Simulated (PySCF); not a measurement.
Compound: C₅H₈Si.
Numbering: `[CH:1]#[C:2]/[CH:3]=[CH:4]/[SiH2:5][CH3:6]` (hydrogens: H7 on C1; H8 on C3; H9 on C4; H10, H11 on Si5; H12, H13, H14 on C6)

Level of theory: PBE0-D3(BJ)/def2-SVP geometry optimisation, gas phase in PySCF.

(1) List the bond lengths, angles and torsions at this level.

Answers

(1) 
```csv
bond,length (Å),order
C1≡C2,1.214,triple
C2–C3,1.424,single
C3=C4,1.349,double
C4–Si5,1.871,single
Si5–C6,1.879,single
C1–H7,1.074,single
C3–H8,1.098,single
C4–H9,1.098,single
"Si5–H10, Si5–H11",1.498,single
"C6–H12, C6–H13, C6–H14",1.101,single
```

Bonds in one row agree within 0.01 Å and their mean is given. Orders are formal, as drawn. A selection of angles:
```csv
angle,degrees
C2–C1–H7,179.7
C1–C2–C3,179.1
C2–C3–C4,124.8
C2–C3–H8,115.4
C4–C3–H8,119.8
C3–C4–Si5,123.1
C3–C4–H9,117.2
Si5–C4–H9,119.6
C4–Si5–C6,111.3
C4–Si5–H10,107.5
C4–Si5–H11,109.5
C6–Si5–H10,110.9
C6–Si5–H11,109.2
H10–Si5–H11,108.4
Si5–C6–H12,110.8
H12–C6–H13,108.1
```

Torsions: C2–C3–C4–Si5 180° (antiperiplanar); C3–C4–Si5–C6 123° (anticlinal). The mirror-image conformer, all signs reversed, is as good.

Si5 (SiH2 silicon) is tetrahedral (angles from 107.5° to 111.3°). The C–C distances run from 1.214 Å (C1≡C2, drawn triple) to 1.424 Å (C2–C3, drawn single), a spread of 0.210 Å.

Point group: C1 (no symmetry element, even within 0.4 Å). PBE0-D3(BJ)/def2-SVP frequencies: not computed here. The numbers are those of one conformer.
